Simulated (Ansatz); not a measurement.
# Energy profile

The step: ZnClF + H₂ → ZnHCl ([Cl][ZnH]) + HF; bonds formed: Zn1–H5, F2–H4; bonds broken: Zn1–F2, H4–H5 (atoms numbered as in the saddle structure below).

```xyz
5
angstrom
Zn -0.1130 -0.4542 -0.2960
F 0.9751 0.3666 1.1386
Cl -0.4385 -2.2408 -1.3385
H 0.1445 1.0917 0.5818
H -0.5680 1.2366 -0.0858
```

Electronic energies by CCSD(T) at an estimated basis limit (MP2 extrapolated from triple and quadruple zeta, plus CCSD(T) − MP2 in triple zeta), on PBE0-D4/def2-TZVP structures; ZnH$_{2}$ClF, singlet; no counterpoise correction. Computed with Ansatz 0.2.0 (basis: def2-TZVPP and def2-QZVPP); correlated methods freeze the cores. The 3s and 3p shells of Cu and Zn are frozen; filled d shells are correlated. Extrapolation: Hartree–Fock as exp(−7.88 √X), correlation as X^−2.97.

Question: Give the profile in kJ/mol, counted from the separated reactants. (An estimate is asked for; the value comes from the calculation.)

Answer: By the calculation:
```tsv
point	kJ/mol
separated: ZnClF (linked as [F][Zn][Cl]; Zn1, F2, Cl3; singlet) + H$_{2}$ (H4, H5; singlet)	0.0
start structure	-6.6
saddle	97.7
end structure	26.1
separated: ZnHCl (linked as [Cl][ZnH]; Zn1, Cl3, H5; singlet) + HF (F2, H4; singlet)	39.8
```

No T1 diagnostic of these runs exceeds 0.016.

For scale, one of the runs: CCSD(T)/def2-TZVPP, 165 basis functions, launched by `ansatz run in.yaml --threads 4 --pin off --events-out ev --progress --plain --max-ram 9574MiB`. The run took 22 s on 4 CPU threads of an Arm Neoverse V2 (shared host), with 1.3 GiB of host memory at its peak.
